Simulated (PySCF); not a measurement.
# Pb(68+) (lead, charge +68) across methods

[Ne] 3s2 3p2, high-spin 3P determinant. All numbers are calculated (PySCF 2.14, the spin-free X2C one-electron Hamiltonian (Gaussian nucleus), in an uncontracted even-tempered set (17 s from 21 bohr⁻², ratio 2.5; 12 p from 27 bohr⁻², ratio 2.5; 4 d from 100 bohr⁻², ratio 2.7; 4 f from 150 bohr⁻², ratio 2.7)).

```json
{"method": "LDA", "E (hartree)": "-15172.53", "mean ε 3s α (eV)": "-8674.9", "mean ε 3s β (eV)": "-8647.4", "mean ε 3p α (eV)": "-8058.4", "Σ⟨r²⟩ (bohr²)": "0.1566", "⟨S²⟩": "2.000"}
{"method": "PBE0", "E (hartree)": "-15184.97", "mean ε 3s α (eV)": "-8702.6", "mean ε 3s β (eV)": "-8664.2", "mean ε 3p α (eV)": "-8079.1", "Σ⟨r²⟩ (bohr²)": "0.1565", "⟨S²⟩": "2.000"}
{"method": "PBE", "E (hartree)": "-15185.39", "mean ε 3s α (eV)": "-8680.3", "mean ε 3s β (eV)": "-8650.5", "mean ε 3p α (eV)": "-8061.8", "Σ⟨r²⟩ (bohr²)": "0.1565", "⟨S²⟩": "2.000"}
{"method": "TPSSh", "E (hartree)": "-15185.49", "mean ε 3s α (eV)": "-8692.5", "mean ε 3s β (eV)": "-8656.1", "mean ε 3p α (eV)": "-8070.2", "Σ⟨r²⟩ (bohr²)": "0.1565", "⟨S²⟩": "2.000"}
{"method": "B97-3", "E (hartree)": "-15184.61", "mean ε 3s α (eV)": "-8704.3", "mean ε 3s β (eV)": "-8665.5", "mean ε 3p α (eV)": "-8080.0", "Σ⟨r²⟩ (bohr²)": "0.1565", "⟨S²⟩": "2.000"}
{"method": "UHF", "E (hartree)": "-15183.14826", "mean ε 3s α (eV)": "-8768.0", "mean ε 3s β (eV)": "-8703.0", "mean ε 3p α (eV)": "-8129.9", "Σ⟨r²⟩ (bohr²)": "0.1566", "⟨S²⟩": "2.000"}
```

(1) Estimate the same row for r2SCAN.

Spin-orbit coupling is strong in this species (close to jj coupling), so the high-spin LS determinant is a model state, not a physical level.

Answers

(1) E (hartree) = -15185.07; mean ε 3s α (eV) = -8689.3; mean ε 3s β (eV) = -8650.6; mean ε 3p α (eV) = -8067.1; Σ⟨r²⟩ (bohr²) = 0.1566; ⟨S²⟩ = 2.000.
